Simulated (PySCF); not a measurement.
The PySCF input:
```python
from pyscf import gto, scf, dft

mol = gto.Mole()
mol.atom = '''
    Te   -0.01170558    0.01195986    0.61430806
    Cl    1.11463884    1.32379797   -0.94476070
    Cl   -1.07883353   -1.36038108   -0.93429926
'''
mol.basis = 'def2-svpd'
mol.ecp = {'Te': 'def2-svpd'}
mol.verbose = 4
mol.build()

mf = dft.RKS(mol)
mf.xc = 'revpbe'
mf.kernel()
```

Estimate the number of basis functions that PySCF with REVPBE/def2-SVPD returns for this input.

89

Estimate the dipole moment that REVPBE/def2-SVPD returns for this input.

1.94 D

Estimate the HOMO energy that REVPBE/def2-SVPD returns for this input.

-5.56 eV

Estimate the HOMO-LUMO gap that REVPBE/def2-SVPD returns for this input.

1.87 eV

Predict the nuclear repulsion energy from REVPBE/def2-SVPD.

229.5910 Eh
